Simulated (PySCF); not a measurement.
## Spinor energies of Ta (tantalum, neutral)

Start: [Xe] 4f14 5d2 6s2 6p1; 5d5/2 filled at m_j = +3/2, +5/2; 6p3/2 filled at m_j = +3/2. Calculated with PySCF 2.14 in x2c-SVPall-2c with one added diffuse shell each of s, d type (8s9p10d2f, 99 functions): generalised Hartree-Fock with the X2C-1e Hamiltonian and a Gaussian nucleus; spin-orbit coupling (SO) screened by Boettger's factors. This is a chosen level, not necessarily the ground level.

```tsv
spinor shell	electrons	ε, screened SO (eV)	weight of nominal j (screened SO)	rms radius, screened SO (bohr)
1s1/2	2	-67754.9	1.000	0.0212
2s1/2	2	-11780.8	1.000	0.0853
2p1/2	2	-11239.2	1.000	0.0726
2p3/2	4	-9962.7	1.000	0.0799
3s1/2	2	-2761.8	1.000	0.218
3p1/2	2	-2521.2	1.000	0.210
3p3/2	4	-2241.6	1.000	0.225
3d3/2	4	-1839.6	1.000	0.199
3d5/2	6	-1779.3	1.000	0.203
4s1/2	2	-597.11	1.000	0.488
4p1/2	2	-496.43	1.000	0.497
4p3/2	4	-431.53	1.000	0.530
4d3/2	4	-265.65	1.000	0.557
4d5/2	6	-253.53	1.000	0.569
5s1/2	2	-90.019	1.000	1.18
5p1/2	2	-56.695	0.993	1.36
5p3/2	4	-48.667	0.995	1.41
4f5/2	6	-44.420	0.995	0.700
4f7/2	8	-42.565	0.996	0.706
5d5/2	2	-10.840	0.811	2.34
6s1/2	2	-9.354	0.698	3.22
6p3/2	1	-4.862	1.000	4.51
```

| quantity | screened SO |
| --- | --- |
| E (hartree) | -15609.40430 |
| M_J | 11/2 |
| ⟨J²⟩ | 40.547 |
| ⟨L²⟩ | 23.426 |
| ⟨S²⟩ | 4.646 |

The determinant has a definite M_J but mixes levels of different J.

Each row is a mean over spinors that exchange with the open shell spreads, by up to 4.677 eV (5p3/2).

Rows whose weight is well below 1 are mixtures of j = l ± 1/2: exchange outweighs spin-orbit coupling there, and the label is only the starting occupation.

Breit and QED terms are absent; they matter most for the inner s and p1/2 levels.

Densities and radii are taken from the X2C orbitals without a picture-change correction, which distorts them close to the nucleus.
